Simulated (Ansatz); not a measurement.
Cost and result for the atomization energy of C₂H₅NTe (`N=CC[TeH]`) (9 atoms, 8 bonds).

```xyz
9

N     0.368   -1.027    1.600
C     0.555   -0.398    0.519
C    -0.532   -0.260   -0.478
Te   -1.232    1.787   -0.544
H     1.206   -1.016    2.179
H     1.502    0.093    0.259
H    -1.388   -0.877   -0.207
H    -0.207   -0.489   -1.491
H    -0.273    2.187   -1.836
```

Charge 0, multiplicity 1. Correlated methods include outer-core shells of Te, which these sets cover unevenly. Te takes the def2 core potential. All single points use the PBE0-D4/def2-TZVP geometry. It is one conformer, not always the lowest. Program: Ansatz. All runs use 4 threads of an Arm Neoverse V1 on a shared host. Times are those of one run each, without the atoms' runs, and a repeat can differ threefold. Electronic energies, without spin–orbit coupling; frozen cores. CCSD(T)/CBS adds CCSD(T) − MP2 in def2-TZVPP to the MP2 limit, and its time is that of the two runs behind it. T1 = 0.012. With those shells the extrapolation isn't a true limit. HSE06 is the plane-wave form, built on full-range PBE exchange.

CCSD(T)/CBS is a level of theory with its own doubt, some kJ/mol a heavy atom from the limit and from the frozen cores, so smaller differences don't rank the functionals.

| level | functions | wall time | atomization (kcal/mol) | difference from CCSD(T)/CBS | per bond |
| --- | --- | --- | --- | --- | --- |
| revPBE-D4/def2-TZVPP | 213 | 1.6 s | 765.9 | 2.2 | 0.3 |
| PBE-D4/def2-TZVPP (with forces) | 213 | 2 s | 786.2 | 22.5 | 2.8 |
| PBE0-D4/def2-TZVPP | 213 | 2.4 s | 765.8 | 2.1 | 0.3 |
| CAM-B3LYP-D4/def2-TZVPP | 213 | 2.6 s | 763.9 | 0.2 | 0.0 |
| HSE06-D4/def2-TZVPP | 213 | 2.7 s | 766.4 | 2.7 | 0.3 |
| BHLYP-D4/def2-TZVPP | 213 | 3.2 s | 735.2 | -28.5 | -3.6 |
| r2SCANh-D4/def2-TZVPP | 213 | 4 s | 753.6 | -10.1 | -1.3 |
| CCSD(T)/def2-SVP | 93 | 4.7 s | 713.6 | -50.1 | -6.3 |
| PBE-QIDH/def2-TZVPP | 213 | 4.9 s | 753.8 | -9.9 | -1.2 |
| B97M-V/def2-TZVPP | 213 | 7.5 s | 762.2 | -1.5 | -0.2 |
| MP2/def2-QZVPP | 403 | 16 s | 763.5 | -0.2 | 0.0 |
| CCSD(T)/def2-TZVPP | 213 | 2 min | 739.6 | -24.1 | -3.0 |
| CCSD(T)/CBS(def2) | – | 2.3 min | 763.7 | 0.0 | 0.0 |

From r2SCAN to r2SCAN0 (25 % exact exchange), in def2-TZVPP and without D4, the atomization energy moves by −15.1 kcal/mol: exact exchange takes away binding that semilocal exchange gives to molecules. The D4 term adds +7.3 kcal/mol with B3LYP and +3.8 kcal/mol with PBE0; it sums over pairs of atoms, weighted by their polarisabilities, and B3LYP, whose exchange is more repulsive, gets the larger term. At CCSD(T), def2-SVP lies −50.1 kcal/mol from the extrapolated value and def2-TZVPP −24.1 kcal/mol: correlation converges slowly with the basis, and small sets miss more of it in the bonded molecule than in its fragments.

B3LYP here is the variant with VWN-RPA as its local correlation; programs differ in this.

Spin–orbit coupling would lower the free Te atoms strongly, and the atomization energy with them, by more than many differences here.
